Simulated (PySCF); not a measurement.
Record of a relaxation.

GeH4.
Hydrogens: H2, H3, H4, H5 on Ge1.

Computed by this run: PBE0-D3(BJ)/def2-SVP geometry optimisation, gas phase (PySCF); density fitting, grid level 1; the optimiser is geomeTRIC in internal coordinates, started from a GFN2-xTB structure with every atom displaced at random (about 0.01 Å). The frame can shift and turn from step to step; on so coarse a grid that alone can change the energy by a few meV, and forces under 0.02 eV/Å are noise.

Step 0: E = -56568.4171 eV, largest atomic force 1.935 eV/Å
```
atom  x, y, z in Å  |  force x, y, z in eV/Å
Ge1     0.022   -0.025    0.001   -0.494   0.599  -0.642
H2     -0.603   -0.857   -1.060   -0.397  -0.591  -0.705
H3      0.533   -0.860    1.063    0.748  -1.128   1.382
H4     -1.007    0.894    0.557   -0.715   0.583   0.383
H5      1.087    0.814   -0.598    0.857   0.537  -0.419
```

Step 1: E = -56568.5695 eV, largest atomic force 0.475 eV/Å
```
atom  x, y, z in Å  |  force x, y, z in eV/Å
Ge1     0.074    0.223   -0.175    0.041  -0.092   0.179
H2     -0.576   -0.659   -1.273    0.109   0.124   0.169
H3      0.630   -0.688    0.972   -0.150   0.271  -0.360
H4     -0.994    1.184    0.411    0.160  -0.151  -0.089
H5      1.225    1.060   -0.792   -0.160  -0.152   0.102
```

Step 2: E = -56568.5817 eV, largest atomic force 0.067 eV/Å
```
atom  x, y, z in Å  |  force x, y, z in eV/Å
Ge1     0.073    0.224   -0.173    0.010  -0.026   0.059
H2     -0.568   -0.653   -1.261    0.002   0.000  -0.002
H3      0.624   -0.674    0.952   -0.017   0.037  -0.052
H4     -0.986    1.176    0.408    0.002  -0.003  -0.006
H5      1.218    1.047   -0.784    0.004  -0.008   0.001
```

Step 3: E = -56568.5819 eV, largest atomic force under 0.02 eV/Å
```
atom  x, y, z in Å  |  force x, y, z in eV/Å
Ge1     0.072    0.224   -0.172   -0.003   0.001   0.007
H2     -0.568   -0.653   -1.260   -0.001   0.000  -0.003
H3      0.623   -0.672    0.949    0.002  -0.002   0.000
H4     -0.986    1.176    0.408   -0.001   0.001  -0.003
H5      1.219    1.045   -0.783    0.003   0.000  -0.002
```

Question: Summarise the path.

Answer: The energy falls by 3.80 kcal/mol from step 0 to step 3; nine tenths of that is first reached at step 1. It falls at every step. The largest force goes from 1.935 to under 0.02 eV/Å. Among the bonds Ge1–H3 changes most, from 1.445 to 1.537 Å; the atoms move by 0.058 Å rms after alignment.

Question: Follow the three bonds and two angles with the largest change from start to end.

Answer: 
```csv
step,E above end (kcal/mol),largest force (eV/Å),Ge1–H3 (Å),Ge1–H5 (Å),Ge1–H2 (Å),H3–Ge1–H5 (°),H4–Ge1–H5 (°)
0,3.80,1.935,1.445,1.482,1.486,111.7,107.4
1,0.29,0.475,1.566,1.551,1.551,110.0,109.1
2,0.00,0.067,1.541,1.537,1.537,109.6,109.4
3,0.00,under 0.02,1.537,1.537,1.537,109.5,109.5
```

The cost below is that of the whole optimisation. Hardware: one thread, Arm Neoverse N1 (aarch64), shared host. Cost: 5.1 s of wall time, 0.27 GiB resident at most.
